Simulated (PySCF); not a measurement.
Record of a relaxation.

Species: CH5ClO2Si.
Bonds: O1–Si2, Si2–O3, Si2–C4, C4–Cl5. Hydrogens: H6 on O1; H7 on Si2; H8 on O3; H9, H10 on C4.

Method: PBE0-D3(BJ)/def2-SVP geometry optimisation, gas phase in PySCF; density fitting, grid level 1; the optimiser is geomeTRIC in internal coordinates, started from a GFN2-xTB structure with every atom displaced at random (about 0.01 Å). The frame can shift and turn from step to step; on so coarse a grid that alone can change the energy by a few meV, and forces under 0.02 eV/Å are noise.

Step 0: E = -25591.9087 eV, largest atomic force 2.410 eV/Å
```
atom  x, y, z in Å  |  force x, y, z in eV/Å
O1     -0.797   -1.716   -0.240   -0.845  -0.891  -0.052
Si2    -0.249   -0.217   -0.560    1.254   0.361   0.880
O3     -1.506    0.826   -0.469   -0.414   0.753   0.136
C4      1.072    0.115    0.812   -2.359   0.312   0.378
Cl5     1.540    1.819    0.751    0.205   0.679  -0.162
H6     -1.673   -1.948   -0.585    0.409   0.037   0.157
H7      0.397   -0.138   -1.870    0.250   0.066  -0.482
H8     -1.311    1.771   -0.402   -0.034  -0.311  -0.019
H9      0.638   -0.055    1.832    0.217  -0.075  -0.658
H10     1.940   -0.478    0.711    1.318  -0.932  -0.179
```

Step 1: E = -25592.0204 eV, largest atomic force 0.504 eV/Å
```
atom  x, y, z in Å  |  force x, y, z in eV/Å
O1     -0.752   -1.731   -0.334    0.305   0.180   0.236
Si2    -0.164   -0.203   -0.561   -0.201   0.103   0.170
O3     -1.441    0.854   -0.610   -0.024  -0.041  -0.050
C4      0.873    0.143    0.970    0.377  -0.189  -0.276
Cl5     1.343    1.881    0.922   -0.038  -0.069   0.025
H6     -1.323   -2.104   -1.000   -0.265  -0.165  -0.319
H7      0.655   -0.087   -1.802    0.023  -0.040   0.049
H8     -1.242    1.780   -0.441    0.056  -0.007   0.012
H9      0.316   -0.047    1.897   -0.005   0.019   0.036
H10     1.800   -0.464    0.972   -0.228   0.209   0.118
```

Step 2: E = -25592.0297 eV, largest atomic force 0.118 eV/Å
```
atom  x, y, z in Å  |  force x, y, z in eV/Å
O1     -0.758   -1.736   -0.344   -0.010  -0.017  -0.027
Si2    -0.173   -0.205   -0.552   -0.070   0.018   0.023
O3     -1.445    0.856   -0.606   -0.020  -0.028  -0.004
C4      0.880    0.142    0.965    0.077  -0.065  -0.061
Cl5     1.336    1.880    0.917   -0.014   0.015  -0.005
H6     -1.331   -2.105   -1.023    0.022   0.031   0.013
H7      0.653   -0.095   -1.788    0.024  -0.009  -0.003
H8     -1.231    1.779   -0.436    0.034   0.012   0.014
H9      0.327   -0.041    1.896   -0.006   0.004   0.017
H10     1.807   -0.452    0.984   -0.038   0.041   0.032
```

Step 3: E = -25592.0309 eV, largest atomic force 0.037 eV/Å
```
atom  x, y, z in Å  |  force x, y, z in eV/Å
O1     -0.763   -1.740   -0.350   -0.020  -0.019  -0.012
Si2    -0.176   -0.208   -0.551    0.007   0.002  -0.021
O3     -1.443    0.857   -0.601   -0.021  -0.004   0.000
C4      0.881    0.140    0.962   -0.024  -0.021   0.019
Cl5     1.324    1.882    0.908   -0.001   0.025  -0.008
H6     -1.335   -2.100   -1.034    0.014   0.017   0.011
H7      0.654   -0.099   -1.784    0.003  -0.003  -0.002
H8     -1.218    1.776   -0.424    0.018   0.005   0.012
H9      0.329   -0.040    1.896    0.001   0.003  -0.001
H10     1.811   -0.445    0.990    0.023  -0.003   0.003
```

Step 4: E = -25592.0312 eV, largest atomic force 0.047 eV/Å
```
atom  x, y, z in Å  |  force x, y, z in eV/Å
O1     -0.768   -1.742   -0.356   -0.011  -0.010  -0.001
Si2    -0.177   -0.212   -0.551    0.033  -0.004  -0.020
O3     -1.440    0.858   -0.596   -0.015   0.010  -0.005
C4      0.881    0.138    0.962   -0.036  -0.009   0.029
Cl5     1.313    1.884    0.901    0.003   0.015  -0.003
H6     -1.339   -2.096   -1.044    0.004   0.004   0.004
H7      0.656   -0.103   -1.784   -0.006  -0.002   0.000
H8     -1.205    1.773   -0.410    0.004   0.000   0.010
H9      0.328   -0.039    1.896    0.001   0.002  -0.005
H10     1.814   -0.440    0.995    0.023  -0.005  -0.008
```

Step 5: E = -25592.0314 eV, largest atomic force 0.020 eV/Å
```
atom  x, y, z in Å  |  force x, y, z in eV/Å
O1     -0.770   -1.744   -0.361    0.000  -0.001   0.003
Si2    -0.176   -0.213   -0.553    0.019  -0.003  -0.005
O3     -1.437    0.859   -0.594   -0.004   0.010  -0.011
C4      0.880    0.137    0.963   -0.015  -0.004   0.013
Cl5     1.305    1.886    0.899    0.002   0.004   0.002
H6     -1.341   -2.093   -1.051   -0.001  -0.003  -0.001
H7      0.658   -0.104   -1.784   -0.005  -0.001   0.000
H8     -1.196    1.771   -0.400   -0.002  -0.002   0.008
H9      0.326   -0.040    1.896    0.001   0.000  -0.003
H10     1.816   -0.437    0.997    0.007   0.000  -0.006
```

Problem. Summarise the path.

Solution. The energy falls by 0.1226 eV from step 0 to step 5; nine tenths of that is first reached at step 1. It falls at every step. The largest force goes from 2.410 to 0.020 eV/Å. Among the bonds Si2–C4 changes most, from 1.933 to 1.880 Å; the atoms move by 0.121 Å rms after alignment.

What follows is the cost of the whole optimisation. The run took 24 s wall on Arm Neoverse V1, one thread, shared host with 32 logical CPUs at a one-minute load of 13, and the process peaked at 0.43 GiB of memory.
